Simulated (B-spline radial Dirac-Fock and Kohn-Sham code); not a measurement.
The computed values come from a radial finite-basis atomic code: Dirac-Fock energy differences between relaxed states, corrected for Breit and QED terms. Free neutral atoms.

Question: Order these X-ray lines by photon energy, lowest first.
A. W Mζ1
B. Lu Mα2
C. W Mα2
D. Rb Lα2
E. Kr Lβ1
F. Os Mζ1

Answer: A (1378.7 eV), F (1486.2 eV), B (1583.0 eV), E (1638.8 eV), D (1694.3 eV), C (1775.8 eV).
